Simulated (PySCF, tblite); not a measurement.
Isomers of C5H5N2Si (doublet state). Method: GFN2-xTB as coded in tblite; computed harmonic values from a numerical Hessian at the method's own geometry, unscaled. This tight-binding method is rough: wavenumbers can miss measured ones by several per cent, in bad cases by 10 to 20. Modes of hydrogen on silicon can be 10 to 20 % off. One conformer each. Open shells enter through the occupations alone, without spin polarisation, and single modes of such species can be off by tens of per cent.

Electronic energies: B3LYP/pcH-1 single points on the GFN2-xTB geometries (PySCF, gas phase).

```tsv
SMILES	electronic energy, lowest = 0 (kcal/mol)
N#C[SiH2][C@@H]1[CH][C@H]1C#N	19.4
N#C[SiH2][C@H]1C[C]1C#N	10.2
N#C[SiH2][C]1C[C@@H]1C#N	13.1
C#C[SiH2][C](C#N)N=C	29.1
N#C[SiH][C@@H]1C[C@H]1C#N	0.0
```

Question: How do GFN2-xTB zero-point energies change the relative energies?

Answer: 
```json
{"SMILES": "N#C[SiH][C@@H]1C[C@H]1C#N", "ZPE (kcal/mol)": "53.4", "of it from modes above 1550 cm⁻¹": "27.5", "electronic (kcal/mol)": "0.0", "with ZPE, lowest = 0 (kcal/mol)": "0.0", "lowest mode (cm⁻¹)": "30", "rings": "1"}
{"SMILES": "N#C[SiH2][C@H]1C[C]1C#N", "ZPE (kcal/mol)": "50.3", "of it from modes above 1550 cm⁻¹": "28.3", "electronic (kcal/mol)": "10.2", "with ZPE, lowest = 0 (kcal/mol)": "7.1", "lowest mode (cm⁻¹)": "22", "rings": "1"}
{"SMILES": "N#C[SiH2][C]1C[C@@H]1C#N", "ZPE (kcal/mol)": "50.3", "of it from modes above 1550 cm⁻¹": "26.2", "electronic (kcal/mol)": "13.1", "with ZPE, lowest = 0 (kcal/mol)": "10.0", "lowest mode (cm⁻¹)": "14", "rings": "1"}
{"SMILES": "N#C[SiH2][C@@H]1[CH][C@H]1C#N", "ZPE (kcal/mol)": "49.9", "of it from modes above 1550 cm⁻¹": "26.3", "electronic (kcal/mol)": "19.4", "with ZPE, lowest = 0 (kcal/mol)": "15.9", "lowest mode (cm⁻¹)": "26", "rings": "1"}
{"SMILES": "C#C[SiH2][C](C#N)N=C", "ZPE (kcal/mol)": "48.9", "of it from modes above 1550 cm⁻¹": "28.7", "electronic (kcal/mol)": "29.1", "with ZPE, lowest = 0 (kcal/mol)": "24.5", "lowest mode (cm⁻¹)": "19i", "rings": "0"}
```

The zero-point energies span 4.5 kcal/mol, from `C#C[SiH2][C](C#N)N=C` to `N#C[SiH][C@@H]1C[C@H]1C#N`. Slightly imaginary modes are left out of the zero-point energy: `C#C[SiH2][C](C#N)N=C` 19.1i cm⁻¹. The order is unchanged.

Question: And how do the electronic energies of GFN2-xTB itself compare?

Answer: `N#C[SiH][C@@H]1C[C@H]1C#N` 0.0; `N#C[SiH2][C@H]1C[C]1C#N` 9.8; `N#C[SiH2][C]1C[C@@H]1C#N` 15.1; `N#C[SiH2][C@@H]1[CH][C@H]1C#N` 24.8; `C#C[SiH2][C](C#N)N=C` 12.0 kcal/mol, lowest = 0. Against the energies above, taken from the same isomer `N#C[SiH][C@@H]1C[C@H]1C#N`, the largest difference is 17.1 kcal/mol.
